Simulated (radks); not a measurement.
Spherical jellium clusters: N electrons in a uniform positive sphere of charge N and radius rs N^(1/3), rs = 3.53 bohr. Method: non-relativistic Kohn-Sham, LDA (Slater exchange, Perdew-Wang correlation), spin-polarised, spherical densities; computed with a radial shooting solver with Libxc functionals. Levels are named by radial order and angular momentum (1s, 1p, 1d, 2s, ...), and open shells are averaged over m. Each electron was tried in the lowest free levels, single moves between levels near the top were tried too, and the lowest total energy was kept; such a search can miss a lower state. Energies include the self-energy of the background; IP and EA are vertical (highest electron removed, lowest free level filled), at fixed background; spill-out counts the electrons outside the background radius R, and alpha is the static dipole polarisability from linear response (closed shells only). A dash means not computed or, for alpha, an open shell; in EA it means that no bound solution was reached, which is typical of self-interaction and does not show that the anion is unstable. Real open-shell clusters deform, which this model forbids.

\begin{tabular}{lrrrrrr}
N & open shells & 2S & E/N (eV) & E(N+1) + E(N-1) - 2E(N) (eV) & IP (eV) & alpha/R^3 \\ \hline
1 & 1s(up 1, down 0) & 1 & -1.103 & - & - & - \\
2 & none & 0 & -1.634 & 1.344 & 5.800 & 1.749 \\
3 & 1p(up 1, down 0) & 1 & -1.363 & -0.730 & 4.030 & - \\
4 & 1p(up 2, down 0) & 2 & -1.410 & -0.543 & 4.685 & - \\
5 & 1p(up 3, down 0) & 3 & -1.546 & 0.317 & 5.062 & - \\
6 & 1p(up 3, down 1) & 2 & -1.585 & -0.439 & 4.592 & - \\
7 & 1p(up 3, down 2) & 1 & -1.675 & -0.322 & 4.940 & - \\
8 & none & 0 & -1.782 & 1.490 & 5.171 & 1.507 \\
9 & 1d(up 1, down 0) & 1 & -1.701 & -0.312 & 3.598 & - \\
10 & 1d(up 2, down 0) & 2 & -1.666 & -0.272 & 3.901 & - \\
11 & 1d(up 3, down 0) & 3 & -1.663 & -0.236 & 4.139 & - \\
12 & 1d(up 4, down 0) & 4 & -1.680 & -0.204 & 4.332 & - \\
13 & 1d(up 5, down 0) & 5 & -1.710 & 0.375 & 4.490 & - \\
14 & 1d(up 5, down 1) & 4 & -1.709 & -0.214 & 4.069 & - \\
15 & 1d(up 5, down 2) & 3 & -1.722 & -0.185 & 4.256 & - \\
16 & 1d(up 5, down 3) & 2 & -1.746 & -0.162 & 4.411 & - \\
17 & 1d(up 5, down 4) & 1 & -1.776 & -0.142 & 4.540 & - \\
18 & none & 0 & -1.810 & 0.238 & 4.651 & 1.386 \\
19 & 2s(up 1, down 0) & 1 & -1.829 & 0.209 & 4.382 & - \\
20 & none & 0 & -1.835 & 0.617 & 4.178 & 1.426 \\
21 & 1f(up 1, down 0) & 1 & -1.811 & -0.151 & 3.586 & - \\
22 & 1f(up 2, down 0) & 2 & -1.796 & -0.139 & 3.719 & - \\
23 & 1f(up 3, down 0) & 3 & -1.789 & -0.128 & 3.837 & - \\
24 & 1f(up 4, down 0) & 4 & -1.787 & -0.118 & 3.943 & - \\
25 & 1f(up 5, down 0) & 5 & -1.790 & -0.109 & 4.038 & - \\
26 & 1f(up 6, down 0) & 6 & -1.798 & -0.101 & 4.125 & - \\
27 & 1f(up 7, down 0) & 7 & -1.808 & 0.335 & 4.203 & - \\
28 & 1f(up 7, down 1) & 6 & -1.806 & -0.112 & 3.846 & - \\
29 & 1f(up 7, down 2) & 5 & -1.807 & -0.103 & 3.944 & - \\
30 & 1f(up 7, down 3) & 4 & -1.812 & - & 4.033 & - \\
\end{tabular}

All shells are closed at N = 2, 8, 18, 20 (there: 1s2 1p6 1d10 2s2); the second difference of the energy has clear peaks (12 % above both neighbours; the first and last values, which can be the largest, are not judged, and half-filled shells can peak too) at N = 5, 8, 13, 18, 20, 27.
